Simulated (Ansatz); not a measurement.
Al₄As₄ (the lowest singlet isomer of a short search). Total charge 0; singlet. Geometry PBE0-D4/def2-SVP, basis def2-TZVP, Ansatz.

```tsv
atom	x (Å)	y (Å)	z (Å)
Al1	0.736	-1.529	-1.150
Al2	1.619	-0.158	1.246
Al3	-1.619	0.158	-1.246
Al4	-0.736	1.529	1.150
As5	-1.403	-2.062	-1.812
As6	-1.838	2.379	-0.683
As7	2.875	-0.998	-0.489
As8	0.365	0.681	2.984
```

| run | HOMO (eV) | LUMO (eV) |
| --- | --- | --- |
| A | -6.50 | -3.36 |
| B | -5.63 | -3.83 |
| C | -5.80 | -4.01 |
| D | -5.89 | -3.88 |

The structure comes from a short search, and lower isomers may exist.

Question: The runs used LDA (SPW92), PBE, PBE0, r2SCAN. Estimate which is which.

Answer: A PBE0 (25 % exact exchange); B PBE (0 % exact exchange); C LDA (SPW92) (0 % exact exchange); D r2SCAN (0 % exact exchange). Exact exchange lowers occupied and raises empty levels; among semilocal functionals meta-GGAs tend to open the gap a little, and such runs are hard to tell apart. The gap grows from 1.79 eV (LDA (SPW92)) to 3.14 eV (PBE0).
